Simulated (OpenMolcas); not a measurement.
Mo3+: ligand-field states by method

Mo3+ with its 6 nearest fluoride ions at 1.978 Å, on the Ga site of K2NaGaF6 (a = 8.246 Å, distance in the model lattice 1.938 Å). The rest of the host is ab initio model potentials to 7.6 Å, with orthogonalisation functions on the cations behind the ligands, and point charges beyond; the distance is set by hand and nothing relaxes. Ligand basis ANO-RCC-VDZP.

```json
{
 "Program": "OpenMolcas 26.06",
 "Basis": "ANO-RCC-VTZP [7s6p4d2f1g]",
 "Scalar Hamiltonian": "DKH2, point nucleus",
 "Active space": "3 electrons in 5 orbitals (4d)",
 "State averaging": "2S+1 = 4 even, 10 roots; 2S+1 = 2 even, 40 roots",
 "Spin-orbit coupling": "state interaction with AMFI integrals over the reference wave functions"
}
```

I. CASSCF
II. SS-CASPT2, IPEA 0.25 Eh, imaginary shift 0.1 Eh (closed shells correlated: 4s 4p and the ligand valence shells)

Spin-free states (labels of O, the rotations of Oh) in cm-1, each column counted from its own energy of the first state listed:

```csv
State,Degeneracy,I,II
4A2,1,0,0
2E,2,14523,10900
2T1,3,14893,10880
2T2,3,22713,17720
4T2,3,30040,30920
4T1,3,38115,37000
2A1,1,41576,38660
2T2,3,44112,41410
2T1,3,44381,41430
2E,2,45915,42160
2T1,3,49871,45490
2T2,3,54383,48620
2A2,1,56034,49230
4T1,3,63059,63640
2E,2,66268,58360
2T1,3,73854,72190
2T2,3,75499,74160
2T1,3,80815,76990
2T2,3,95520,89240
2E,2,108924,108240
```

From I to II, I's first state of the same spin (4T2) moves from 30040 to 30920 cm-1, by about +880 cm-1.

From I to II, I's first state of another spin (2E) moves from 14523 to 10900 cm-1, by about -3600 cm-1. In II another state of that kind comes below it.

I: A least-squares ligand-field fit to the states below 45000 cm-1, each weighted by its degeneracy and with a free common offset, gives 10Dq = 29961 cm-1, B = 742 cm-1 and C = 2866 cm-1 (C/B = 3.86), with an rms deviation of 53 cm-1. The same method and metal basis give the free ion B = 813 cm-1 (fit to its terms below 60000 cm-1, rms deviation 33 cm-1), so the nephelauxetic ratio is β = 742 / 813 = 0.91; it hangs on how both fits weigh the states, and computed free-ion B values tend to be too large, so β mixes covalency with correlation.

χT at 300 K: I 1.79, II 1.79 cm3 K/mol.

Roots that are degenerate in the reference are averaged as groups; the widest CASPT2 spread within a group is 130 cm-1 (the 3-fold group of multiplicity 2 near 72200 cm-1 above the lowest state of its run, II). Shifts and gaps below about the spread of the groups concerned are not significant. Over all roots computed the reference weight is 0.72 to 0.73 in II; a low but even weight reflects the number of correlated electrons. The least metal-like active orbital is 82 % on the metal (Löwdin) and no ligand orbital is active, so the numbers are rough. Ligand-to-metal charge-transfer states are missing. With no ligand orbital active B as a rule stays too high, so bands that hang on it stand too high and its fall with covalency is understated. Without dynamic correlation the repulsion within the d shell is too large (B by tens of per cent), so at a given field states of lower spin stand too high (holds for I). With metal d orbitals alone the field can be off either way by tens of per cent (holds for I). With one d shell and no ligand orbital active, 10Dq can be off by a tenth or more (holds for II). No measured value stands beside these numbers; the geometry was set by hand and not optimised.
